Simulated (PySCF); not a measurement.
A calculated (BHandHLYP, PySCF 2.14, aug-cc-pV(D+d)Z, no relativity, point nucleus) atom or ion has these occupied shells.

```tsv
shell	electrons	orbital energy (eV)	rms radius, mean of both spins (bohr)
1s α	1	-2141.7	0.120
1s β	1	-2141.6	0.120
2s β	1	-201.73	0.565
2s α	1	-201.66	0.565
2p α	3	-149.31	0.541
2p β	3	-148.74	0.541
3s β	1	-25.299	1.96
3p α	3	-17.348	2.30
```

Task: Name the element and its charge.

Result: P⁺ (phosphorus, charge +1), in [Ne] 3s1 3p3, 3s spin antiparallel (an excited configuration).
